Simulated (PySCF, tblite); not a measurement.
Species: C6H6F3N.
Cartesian coordinates in Å at the GFN2-xTB level; atoms count from 1:
```
atom  x, y, z in Å
C1    -2.4735   -0.5118    0.0523
N2    -1.1250   -0.0209   -0.0130
C3    -0.7623    1.2869   -0.0606
C4     0.6022    1.3718   -0.0636
C5     1.0818    0.0444   -0.0097
C6     2.5024   -0.3721   -0.0033
F7     2.6581   -1.6724    0.3036
F8     3.2454    0.3184    0.8823
F9     3.1098   -0.1996   -1.1979
C10   -0.0140   -0.7876    0.0211
H11   -2.7653   -0.7080    1.0878
H12   -2.5621   -1.4381   -0.5150
H13   -3.1525    0.2291   -0.3669
H14   -1.4968    2.0666   -0.0940
H15    1.1993    2.2599   -0.0971
H16   -0.0551   -1.8577    0.0627
```

Computed with PBE0/pcSseg-1 in PySCF (dipole) on a GFN2-xTB geometry, gas phase.

Masses are those of the commonest isotopes; rigid-rotor values at the optimised geometry. 

Problem. What are A, B and C (MHz)?

Solution. Ia = 164.03, Ib = 621.79, Ic = 695.02 u·Å²; 505379 MHz·u·Å²/I gives A = 3081, B = 812.8, C = 727.1 MHz.

Problem. Classify the top.

Solution. A near-prolate asymmetric top: κ = (2 × 812.8 − 3081 − 727.1)/(3081 − 727.1) = -0.93.

Problem. Is it planar, by Δ = Ic − Ia − Ib?

Solution. Not planar: Δ = Ic − Ia − Ib = -90.80 u·Å². For a rigid frame Δ = −2 Σ m c², so Σ m c² = 45.40 u·Å² lies off the ab plane: 1.59 from hydrogen and 43.82 from heavier atoms. The atom farthest from that plane is 1.18 Å away.

Problem. Give the other two planar moments, Paa and Pbb, and the rms extents of the mass along the axes.

Solution. Paa = Σ m a² = (Ib + Ic − Ia)/2 = 576.39 and Pbb = Σ m b² = (Ia + Ic − Ib)/2 = 118.63 u·Å². With the mass M = 149.05 u, the rms extents √(P/M) along a, b and c are 1.97, 0.89, 0.55 Å.

Problem. Where do the levels up to J = 4 lie, in MHz?

Solution. Above 0(0,0):
J = 1: 1(0,1) 1540, 1(1,1) 3808, 1(1,0) 3894
J = 2: 2(0,2) 4617, 2(1,2) 6802, 2(1,1) 7059, 2(2,1) 13864, 2(2,0) 13866
J = 3: 3(0,3) 9228, 3(1,3) 11292, 3(1,2) 11806, 3(2,2) 18484, 3(2,1) 18495, 3(3,1) 30040, 3(3,0) 30040
J = 4: 4(0,4) 15364, 4(1,4) 17276, 4(1,3) 18132, 4(2,3) 24641, 4(2,2) 24677, 4(3,2) 36204, 4(3,1) 36205, 4(4,1) 52377, 4(4,0) 52377
Those of J = 1 are B + C, A + C and A + B.

Problem. Predict some low-J microwave lines.

Solution. The dipole components are |μa| = 5.25 D, |μb| = 0.60 D, |μc| = 0.03 D. The squared components, which scale the intensities, stand as 1.00 : 0.01 : 0.00 (a : b : c). Some lines, for components of 0.1 D or more:

```json
{"type": "a", "branch": "Q", "J(Ka,Kc)": "4(1,3) ← 4(1,4)", "MHz": "856", "lower level (cm⁻¹)": "0.576"}
{"type": "a", "branch": "R", "J(Ka,Kc)": "1(0,1) ← 0(0,0)", "MHz": "1540", "lower level (cm⁻¹)": "0.000"}
{"type": "b", "branch": "Q", "J(Ka,Kc)": "3(1,2) ← 3(0,3)", "MHz": "2578", "lower level (cm⁻¹)": "0.308"}
{"type": "a", "branch": "R", "J(Ka,Kc)": "2(1,2) ← 1(1,1)", "MHz": "2994", "lower level (cm⁻¹)": "0.127"}
{"type": "a", "branch": "R", "J(Ka,Kc)": "2(0,2) ← 1(0,1)", "MHz": "3077", "lower level (cm⁻¹)": "0.051"}
{"type": "a", "branch": "R", "J(Ka,Kc)": "2(1,1) ← 1(1,0)", "MHz": "3165", "lower level (cm⁻¹)": "0.130"}
{"type": "a", "branch": "R", "J(Ka,Kc)": "3(1,2) ← 2(1,1)", "MHz": "4747", "lower level (cm⁻¹)": "0.235"}
{"type": "b", "branch": "R", "J(Ka,Kc)": "2(1,2) ← 1(0,1)", "MHz": "5262", "lower level (cm⁻¹)": "0.051"}
{"type": "a", "branch": "R", "J(Ka,Kc)": "4(0,4) ← 3(0,3)", "MHz": "6136", "lower level (cm⁻¹)": "0.308"}
{"type": "b", "branch": "Q", "J(Ka,Kc)": "3(2,1) ← 3(1,2)", "MHz": "6689", "lower level (cm⁻¹)": "0.394"}
{"type": "a", "branch": "R", "J(Ka,Kc)": "5(3,3) ← 4(3,2)", "MHz": "7707", "lower level (cm⁻¹)": "1.208"}
{"type": "a", "branch": "R", "J(Ka,Kc)": "5(1,4) ← 4(1,3)", "MHz": "7903", "lower level (cm⁻¹)": "0.605"}
{"type": "b", "branch": "R", "J(Ka,Kc)": "4(1,4) ← 3(0,3)", "MHz": "8048", "lower level (cm⁻¹)": "0.308"}
{"type": "b", "branch": "R", "J(Ka,Kc)": "2(2,0) ← 1(1,1)", "MHz": "10058", "lower level (cm⁻¹)": "0.127"}
{"type": "b", "branch": "R", "J(Ka,Kc)": "3(2,2) ← 2(1,1)", "MHz": "11424", "lower level (cm⁻¹)": "0.235"}
{"type": "b", "branch": "Q", "J(Ka,Kc)": "5(3,2) ← 5(2,3)", "MHz": "11495", "lower level (cm⁻¹)": "1.081"}
{"type": "b", "branch": "Q", "J(Ka,Kc)": "4(3,1) ← 4(2,2)", "MHz": "11528", "lower level (cm⁻¹)": "0.823"}
{"type": "b", "branch": "Q", "J(Ka,Kc)": "3(3,1) ← 3(2,2)", "MHz": "11556", "lower level (cm⁻¹)": "0.617"}
{"type": "b", "branch": "R", "J(Ka,Kc)": "3(2,1) ← 2(1,2)", "MHz": "11693", "lower level (cm⁻¹)": "0.227"}
{"type": "b", "branch": "Q", "J(Ka,Kc)": "4(4,0) ← 4(3,1)", "MHz": "16172", "lower level (cm⁻¹)": "1.208"}
{"type": "b", "branch": "R", "J(Ka,Kc)": "3(3,1) ← 2(2,0)", "MHz": "16174", "lower level (cm⁻¹)": "0.463"}
{"type": "b", "branch": "R", "J(Ka,Kc)": "4(3,1) ← 3(2,2)", "MHz": "17721", "lower level (cm⁻¹)": "0.617"}
{"type": "b", "branch": "R", "J(Ka,Kc)": "5(3,2) ← 4(2,3)", "MHz": "19271", "lower level (cm⁻¹)": "0.822"}
{"type": "b", "branch": "R", "J(Ka,Kc)": "5(5,1) ← 4(4,0)", "MHz": "28499", "lower level (cm⁻¹)": "1.747"}
{"type": "b", "branch": "R", "J(Ka,Kc)": "5(5,0) ← 4(4,1)", "MHz": "28499", "lower level (cm⁻¹)": "1.747"}
```

Problem. Estimate the classical rotational partition function at 50 K, 298.15 K and 500 K.

Solution. Point group C1, symmetry number σ = 1; q = (√π/σ)·√((kT/h)³/(ABC)), k/h = 20836.6 MHz/K: 44200 at 50 K, 643000 at 298.15 K, 1400000 at 500 K.

Its lowest GFN2-xTB frequency is 11 cm⁻¹, too small to tell a flat minimum from a shallow saddle. Constants of a rigid frame at the computed geometry: no zero-point averaging, no centrifugal distortion. A rigid rotor knows nothing of internal rotation, which can split or shift real lines. Quadrupole hyperfine structure (14N) is left out.
